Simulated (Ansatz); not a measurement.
Reactions of `[OH][AlH][Zn][F]`.

Computed with Ansatz on PBE0-D4/def2-TZVP structures; ΔE is electronic, products minus reactants. CCSD(T)/CBS adds triple-zeta CCSD(T) − MP2 to the extrapolated MP2 energy (def2 sets, frozen cores). This one scheme is used for every species, atoms too. No spin–orbit coupling; open shells (•) take unrestricted orbitals. Spin–orbit coupling would lower the free atoms: a little for Al, F, O. For Br, Zn outer-core shells are correlated without core-valence functions, so the limit isn't a true one: a few kJ/mol of doubt a bond, and 10 to 20 or more in all where bonds break to atoms. Scalar relativity is left out up to krypton. Each species was taken in one conformer, which may not be the lowest.

(1) Order these by ΔE at CCSD(T)/CBS, lowest first. (Estimate.)
A. `[OH][AlH][Zn][F]` + NH₃ → `[NH2][AlH][OH]` + `[F][ZnH]`
B. `[OH][AlH][Zn][F]` + HCl → `[OH][AlH][Cl]` + `[F][ZnH]`
C. `[OH][AlH][Zn][F]` + `O[SiH3]` → `[F][Zn][O][SiH3]` + `[OH][AlH2]`
D. `[OH][AlH][Zn][F]` + `N[SiH3]` → `[OH][AlH][NH][SiH3]` + `[F][ZnH]`
E. `[OH][AlH][Zn][F]` + HBr → `[F][Zn][Br]` + `[OH][AlH2]`
F. `[OH][AlH][Zn][F]` → Al• + F• + 2 H• + O• + Zn (atom)
G. `[OH][AlH][Zn][F]` + `OB(O)O` → `OB(O)[O][Zn][F]` + `[OH][AlH2]`
H. `[OH][AlH][Zn][F]` + HCl → `[F][Zn][Cl]` + `[OH][AlH2]`

Largest T1 diagnostic: 0.018, for Al•.

Results:

(1) B (-30.2 kcal/mol), E (-21.7 kcal/mol), H (-17.4 kcal/mol), D (-14.7 kcal/mol), A (-11.8 kcal/mol), C (0.0 kcal/mol), G (+5.3 kcal/mol), F (+419.2 kcal/mol).
